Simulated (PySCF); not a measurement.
Species: C6H3ClSSe.
Cartesian coordinates in Å at the PBE0-D3(BJ)/def2-SVP level; atoms count from 1:
```
atom  x, y, z in Å
Cl1    4.4799    0.4341    0.7226
C2     2.7909    0.3835    0.4552
C3     2.1709    0.3034   -0.7578
C4     0.7502    0.2811   -0.6386
S5    -0.5206    0.1923   -1.8059
C6    -1.7204    0.2338   -0.5630
C7    -1.1917    0.3140    0.6981
C8     0.2285    0.3413    0.6511
Se9    1.6012    0.4392    1.9133
H10    2.7202    0.2625   -1.6984
H11   -2.7743    0.1965   -0.8365
H12   -1.7954    0.3510    1.6049
```

Level: PBE0/def2-SVPD in PySCF, non-relativistic, on one gas-phase PBE0-D3(BJ)/def2-SVP geometry that isn't relaxed in the solvent. The solvent is an IEF-PCM continuum (Bondi radii, 1.10 Å for H, scaled by 1.2), and excitations are vertical TDDFT with non-equilibrium linear response and a frozen core. The model holds no explicit solvent molecules, cavitation or dispersion. Spin–orbit coupling is left out although an atom past zinc is present.

Gas-phase singlets (H = HOMO, L = LUMO):

```json
{"state": "S1", "E (eV)": "4.575", "λ (nm)": "271", "f": "0.308", "leading configuration": "H→L 95%"}
{"state": "S2", "E (eV)": "4.600", "λ (nm)": "270", "f": "0.000", "leading configuration": "H→L+1 98%"}
{"state": "S3", "E (eV)": "4.761", "λ (nm)": "260", "f": "0.091", "leading configuration": "H-1→L 93%"}
{"state": "S4", "E (eV)": "4.779", "λ (nm)": "259", "f": "0.000", "leading configuration": "H-1→L+1 96%"}
{"state": "S5", "E (eV)": "5.369", "λ (nm)": "231", "f": "0.000", "leading configuration": "H→L+3 92%"}
```

What are the lowest 5 singlets in chloroform (ε = 4.711)?

| state | E (eV) | λ (nm) | f | leading configuration | change by rank (eV) |
| --- | --- | --- | --- | --- | --- |
| S1 | 4.484 | 276 | 0.426 | H→L 96% | -0.091 |
| S2 | 4.654 | 266 | 0.000 | H→L+1 98% | +0.054 |
| S3 | 4.726 | 262 | 0.135 | H-1→L 94% | -0.035 |
| S4 | 4.842 | 256 | 0.000 | H-1→L+1 96% | +0.063 |
| S5 | 5.452 | 227 | 0.000 | H→L+3 86% | +0.083 |

What are the lowest 5 singlets in dimethylsulfoxide (ε = 46.83)?

```
state  E (eV)  λ (nm)      f  leading configuration  change by rank (eV)
   S1   4.481     277  0.433                H→L 96%               -0.094
   S2   4.687     265  0.000              H→L+1 98%               +0.087
   S3   4.731     262  0.137              H-1→L 94%               -0.030
   S4   4.883     254  0.000            H-1→L+1 96%               +0.104
   S5   5.492     226  0.000              H→L+3 90%               +0.123
```

The ground-state energy changes by -0.165 eV from gas to dimethylsulfoxide. By how much does the total energy of gas-phase S1 change?

E(S1) = E(S0) + excitation energy, so it changes by -0.165 − 0.094 = -0.259 eV: it is lowered more than the ground state, which is what a red shift means. This is the vertical state, with the slow part of the continuum still set for S0.

How do the frontier levels move from gas to dimethylsulfoxide?

```json
{"orbital": "LUMO+2", "gas (eV)": "0.12", "solvent (eV)": "0.19", "change (eV)": "+0.07", "Löwdin shares, gas": "C7 18 %, C3 13 %, S5 13 %, C6 12 %", "Löwdin shares, solvent": "C7 17 %, S5 14 %, C3 13 %, C6 12 %"}
{"orbital": "LUMO+1", "gas (eV)": "-0.61", "solvent (eV)": "-0.49", "change (eV)": "+0.12", "Löwdin shares, gas": "Se9 59 %, C2 12 %, C8 10 %, Cl1 6 %", "Löwdin shares, solvent": "Se9 59 %, C2 12 %, C8 10 %, Cl1 7 %"}
{"orbital": "LUMO", "gas (eV)": "-1.27", "solvent (eV)": "-1.23", "change (eV)": "+0.04", "Löwdin shares, gas": "C2 18 %, C6 15 %, Se9 13 %, S5 11 %", "Löwdin shares, solvent": "C2 18 %, C6 14 %, Se9 13 %, S5 11 %"}
{"orbital": "HOMO", "gas (eV)": "-6.42", "solvent (eV)": "-6.39", "change (eV)": "+0.03", "Löwdin shares, gas": "C6 17 %, C2 17 %, C3 12 %, Cl1 11 %", "Löwdin shares, solvent": "C6 18 %, C2 17 %, C3 12 %, C7 11 %"}
{"orbital": "HOMO-1", "gas (eV)": "-6.78", "solvent (eV)": "-6.77", "change (eV)": "+0.01", "Löwdin shares, gas": "Se9 35 %, S5 22 %, C8 10 %, C4 9 %", "Löwdin shares, solvent": "Se9 34 %, S5 22 %, C8 11 %, C4 9 %"}
{"orbital": "HOMO-2", "gas (eV)": "-8.26", "solvent (eV)": "-8.23", "change (eV)": "+0.03", "Löwdin shares, gas": "S5 17 %, C7 16 %, Se9 14 %, C8 14 %", "Löwdin shares, solvent": "S5 16 %, C7 16 %, C8 14 %, Se9 14 %"}
{"orbital": "HOMO-3", "gas (eV)": "-9.06", "solvent (eV)": "-9.07", "change (eV)": "-0.01", "Löwdin shares, gas": "Cl1 30 %, S5 12 %, C6 12 %, Se9 12 %", "Löwdin shares, solvent": "Cl1 28 %, S5 13 %, Se9 12 %, C6 12 %"}
```

The HOMO–LUMO gap goes from 5.15 to 5.16 eV.

The run took about 70 s of CPU time (one thread, shared machine). This is the whole response run at PBE0/def2-SVPD in dimethylsulfoxide, SCF included.
